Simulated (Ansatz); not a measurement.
C5H5F5O3Ti (`CC1=CC(C(F)(F)F)=[O+][Ti-]([OH])([F])([F])[O]1`): the same geometry under several functionals.

```yaml
crystal:
  periodic: [false, false, false]
  atoms:
    - {symbol: C, position_ang: [-1.726933, -0.821370, 1.991570]}
    - {symbol: C, position_ang: [-0.720455, -0.416138, 0.967279]}
    - {symbol: C, position_ang: [-0.972458, 0.682790, 0.115115]}
    - {symbol: C, position_ang: [-0.042296, 1.051121, -0.818875]}
    - {symbol: C, position_ang: [-0.317345, 2.230679, -1.756030]}
    - {symbol: F, position_ang: [-1.507140, 2.787048, -1.523618]}
    - {symbol: F, position_ang: [-0.293339, 1.823006, -3.022067]}
    - {symbol: F, position_ang: [0.613512, 3.167436, -1.598721]}
    - {symbol: O, position_ang: [1.091490, 0.512506, -1.024904]}
    - {symbol: Ti, position_ang: [2.082470, -0.985174, -0.228245]}
    - {symbol: O, position_ang: [1.750016, -2.682084, -0.671853]}
    - {symbol: F, position_ang: [3.380078, -0.646069, -1.365092]}
    - {symbol: F, position_ang: [2.924119, -0.776869, 1.300002]}
    - {symbol: O, position_ang: [0.336469, -1.085970, 0.902478]}
    - {symbol: H, position_ang: [-2.613796, -0.191064, 1.974831]}
    - {symbol: H, position_ang: [-2.013183, -1.861757, 1.820486]}
    - {symbol: H, position_ang: [-1.261786, -0.776005, 2.979214]}
    - {symbol: H, position_ang: [-1.897969, 1.229910, 0.196551]}
    - {symbol: H, position_ang: [1.146547, -3.246197, -0.181619]}
basis:
  gaussian: {orbitals: def2-TZVPP}
hamiltonian: {xc: {name: CAM-B3LYP}, dispersion: d4}
output: {orbitals: {seedname: orbitals}}
```

```sh
$ ansatz run in.yaml --threads 11 --pin off --events-out ev --progress --plain --max-ram 174080MiB --backend cuda --devices 0, --max-vram 75GiB
```

It prints (some lines left out):

```
Functional definition: CAM-B3LYP
2923 factors; their error is unknown
601 factors; integrals over basis functions are off by at most 9.2e-6 eV
mean field evaluation 1: about -48097.8589 eV, gradient 1.1e2 eV
mean field evaluation 2: about -47950.6462 eV, gradient 3.7e2 eV
mean field evaluation 4: about -48117.7740 eV, gradient 2.5e1 eV
mean field evaluation 8: about -48118.7556 eV, gradient 1.8e-1 eV
mean field evaluation 16: about -48118.8842 eV, gradient 1.4e-3 eV
mean field -48118.88418676 eV, -1768.3363777124 hartree, gradient 6.0e-5 eV, S^2 0.000000; 0 other end points of the search recorded, 0 dependent functions left out
reference -48118.88436875 eV, -1768.3363844002 hartree; 63, 63 occupied and 474, 474 virtual orbitals, 2923 factors
Total energy: -48119.39696609 eV, -1768.3552220051 hartree
```

Hardware: 11 threads of an AMD EPYC 7R13 on a shared host and a whole NVIDIA H100 80 GB. Wall time 3.6 s, peak host memory 1.2 GiB.

With the line `hamiltonian: {xc: {name: wB97M-V}}` and forces (abridged; 4.5 s):

```
Functional definition: wB97M-V
mean field evaluation 16: about -48117.3245 eV, gradient 1.4e-3 eV
mean field -48117.32451137 eV, -1768.2790606988 hartree, gradient 3.5e-5 eV, S^2 0.000000
Total energy: -48117.32458967 eV, -1768.2790635764 hartree
Atom 0 force    -0.150195    -0.090586     0.181965 eV/Å
Atom 1 force     0.011202     0.012624    -0.017997 eV/Å
Atom 2 force    -0.090907     0.199070    -0.127332 eV/Å
Atom 3 force    -0.279056     0.016383     0.159343 eV/Å
Atom 4 force     0.030840    -0.133487     0.109584 eV/Å
Atom 5 force    -0.217503     0.099277     0.044717 eV/Å
Atom 6 force     0.006306    -0.081765    -0.227789 eV/Å
Atom 7 force     0.172754     0.165017     0.033635 eV/Å
Atom 8 force     0.211266    -0.050469    -0.083615 eV/Å
Atom 9 force     0.021784    -0.043152    -0.048892 eV/Å
Atom 10 force    -0.015955    -0.082596    -0.003509 eV/Å
Atom 11 force     0.064058     0.009760    -0.052806 eV/Å
Atom 12 force     0.050910     0.012467     0.094696 eV/Å
Atom 13 force     0.035927    -0.061241     0.048064 eV/Å
Atom 14 force     0.068446    -0.045021    -0.001367 eV/Å
Atom 15 force     0.026264     0.086213     0.000401 eV/Å
Atom 16 force    -0.030690     0.006114    -0.086145 eV/Å
Atom 17 force     0.064732    -0.041365    -0.003682 eV/Å
Atom 18 force     0.019819     0.022757    -0.019272 eV/Å
Dipole moment:    -1.208398    -0.229224     0.632318 e Å
```

The same input with `hamiltonian: {xc: pbe0, dispersion: d4}` (abridged; 2.5 s):

```
Functional definition: PBE0
mean field evaluation 16: about -48094.4702 eV, gradient 3.5e-3 eV
mean field -48094.47023494 eV, -1767.4391815311 hartree, gradient 7.2e-5 eV, S^2 0.000000
Total energy: -48094.97413337 eV, -1767.4576994570 hartree
```

With the line `hamiltonian: {xc: {name: LC-wPBE}}` (abridged; 3.7 s):

```
Functional definition: LC-wPBE
mean field evaluation 16: about -48105.7840 eV, gradient 1.8e-3 eV
mean field -48105.78401677 eV, -1767.8549553447 hartree, gradient 3.0e-5 eV, S^2 0.000000
Total energy: -48105.78401678 eV, -1767.8549553451 hartree
```

The same input with `hamiltonian: {xc: {name: wB97X-V}}` (abridged; 4 s):

```
Functional definition: wB97X-V
mean field evaluation 16: about -48114.0810 eV, gradient 1.2e-3 eV
mean field -48114.08097721 eV, -1768.1598630171 hartree, gradient 4.9e-5 eV, S^2 0.000000
Total energy: -48114.08097401 eV, -1768.1598628995 hartree
```

With the line `hamiltonian: {xc: r2scan, dispersion: d4}` and forces (abridged; 3 s):

```
Functional definition: r2SCAN
mean field evaluation 16: about -48114.1489 eV, gradient 1.3e-1 eV
mean field -48114.14889680 eV, -1768.1623590161 hartree, gradient 7.9e-5 eV, S^2 0.000000
Total energy: -48114.31276055 eV, -1768.1683808977 hartree
Atom 0 force    -0.101781    -0.012983     0.078557 eV/Å
Atom 1 force    -0.339931     0.192176     0.035895 eV/Å
Atom 2 force    -0.165924     0.002172     0.101674 eV/Å
Atom 3 force    -0.187999     0.182350    -0.056787 eV/Å
Atom 4 force     0.035552    -0.271688     0.236795 eV/Å
Atom 5 force    -0.364414     0.180528     0.061879 eV/Å
Atom 6 force     0.020042    -0.119993    -0.405527 eV/Å
Atom 7 force     0.299219     0.294253     0.034435 eV/Å
Atom 8 force     0.267167     0.000936    -0.160439 eV/Å
Atom 9 force    -0.147921     0.104706     0.093632 eV/Å
Atom 10 force    -0.018142    -0.347578    -0.139027 eV/Å
Atom 11 force     0.216677     0.058055    -0.198818 eV/Å
Atom 12 force     0.143042     0.033855     0.254816 eV/Å
Atom 13 force     0.364731    -0.254247     0.016673 eV/Å
Atom 14 force     0.015340    -0.019236     0.009039 eV/Å
Atom 15 force     0.006092     0.010206     0.018980 eV/Å
Atom 16 force    -0.013647    -0.016147    -0.010287 eV/Å
Atom 17 force     0.005820    -0.001691    -0.001282 eV/Å
Atom 18 force    -0.033925    -0.015674     0.029792 eV/Å
Dipole moment:    -1.182731    -0.221781     0.609327 e Å
```
